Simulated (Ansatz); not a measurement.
`[F][GeH2][SiH3]` + `NB(O)O[SiH3]` → `NB(O[SiH3])O[SiH3]` + `[F][GeH3]`  (cleavage of the Si–Ge bond)

Isolated molecules relaxed with PBE0-D4/def2-TZVP in Ansatz; ΔE leaves out vibrations. CCSD(T)/CBS adds triple-zeta CCSD(T) − MP2 to the extrapolated MP2 energy (def2 sets, frozen cores). Functionals use def2-TZVPP. B3LYP here is the variant with VWN-RPA as its local correlation; programs differ in this. For Ge outer-core shells are correlated without core-valence functions, which leaves a few kJ/mol of doubt a bond. Scalar relativity is left out up to krypton. Each species was taken in one conformer, which may not be the lowest.

```tsv
level	ΔE (kJ/mol)	difference from CCSD(T)/CBS
PBE-D4	-54.8	20.0
r2SCAN-D4	-70.5	4.3
PBE0-D4	-62.5	12.3
B3LYP-D4	-77.4	-2.6
ωB97X-V	-75.0	-0.2
B2PLYP	-76.4	-1.6
r2SCAN	-68.9	5.9
B3LYP	-70.6	4.2
MP2/def2-TZVPP	-81.2	-6.4
SCS-MP2/def2-TZVPP	-84.8	-10.0
CCSD/def2-TZVPP	-77.5	-2.7
CCSD(T)/def2-TZVPP	-75.6	-0.8
HF/def2-QZVPP	-97.2	-22.4
HF/CBS(def2)	-97.5	-22.7
MP2/CBS(def2)	-80.4	-5.6
CCSD/CBS(def2)	-76.7	-1.9
CCSD(T)/CBS	-74.8	0
```

Largest T1 diagnostic among the species: 0.012.

The D4 term adds −6.9 kJ/mol with B3LYP and −4.1 kJ/mol with PBE0; it sums over pairs of atoms, weighted by their polarisabilities, and B3LYP, whose exchange is more repulsive, gets the larger term. From PBE to PBE0 (25 % exact exchange), in def2-TZVPP and without D4, ΔE moves by −8.1 kJ/mol. In def2-TZVPP, CCSD(T) changes the Hartree–Fock value by +19.1 kJ/mol (the triples alone add +2.0 kJ/mol) and MP2 by +13.5 kJ/mol.
